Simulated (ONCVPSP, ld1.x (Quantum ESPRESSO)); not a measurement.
**Potentials for chlorine (Cl) compared**

Generated with ld1.x 7.5 (TM, RRKJ, ultrasoft, PAW), atompaw 4.2 or ONCVPSP 4.0.1. The cutoff is in Ry: for ld1.x and atompaw files where the sum of valence levels is converged to 10 mRy in a Bessel basis, for ONCV files where the hardest occupied wave has 1 mHa per electron of residual kinetic energy. The error is the largest all-electron minus pseudo excitation energy over each file’s own four to seven test configurations (ionisations up to +4, promotions, holes and added fractions of an electron), all of which were solved. The labels leave out finer settings (local radius, basis sizes, second energies), which also bear on the numbers. Spin-polarised tests are not counted. The rows are a selection from randomly drawn settings: files with unsolved tests, undetermined cutoffs or missed reference levels are left out.

A true bound ghost makes a file unfit for plane-wave use even where its test errors are small: the radial tests pick states by their node count and pass the ghost by.

| potential | cutoff (Ry) | largest error (meV) | bound ghosts |
| --- | --- | --- | --- |
| ONCV, BLYP, scalar-relativistic, rc 1.15/1.55 (sp), local smoothed, core correction no, reference 3s2 3p5, qcut 6.2/3.3, projectors 2/2 | 32 | +189 | none |
| ONCV, PBE, scalar-relativistic, rc 0.80/0.65/0.65 (spd), local d, core correction yes, reference 2s2 2p6 3s2 3p5, qcut 12.8/19.5/13.9, projectors 2/2/0 | 342 | +29 | none |
| ONCV, PBE, scalar-relativistic, rc 1.10/1.10 (sp), local p, core correction no, reference 3s2 3p5, qcut 5/6.6, projectors 3/0 | 96 | +53 | s |
| TM, PBEsol, scalar-relativistic, rc 1.00/1.25 (sp), local smoothed, core correction yes, reference 3s2 3p4.5 | 110 | +270 | none |
| ONCV, LDA (Perdew-Wang 92), non-relativistic, rc 0.65/0.60/0.70 (spd), local smoothed, core correction yes, reference 2s2 2p6 3s2 3p3, qcut 16.2/20.7/12.9, projectors 2/2/1 | 390 | +6.4 | none |
| ONCV, PBE, scalar-relativistic, rc 1.25/1.55 (sp), local smoothed, core correction no, reference 3s2 3p5, qcut 4.3/6.3, projectors 2/2 | 159 | +38 | none |
| PAW, LDA (PZ), non-relativistic, rc 0.70/0.70/0.80 (spd), local smoothed, core correction yes, reference 2s2 2p6 3s2 3p5 | 300 | +579 | none |

(1) Fill in the row for Cl: ONCV, PBEsol, fully relativistic, rc 1.05/1.25 (sp), local s, core correction no, reference 3s1.5 3p5.5, qcut 4.8/7.9, projectors 0/1.

Answers

(1) cutoff 160 Ry, largest error +248 meV, bound ghosts: none.
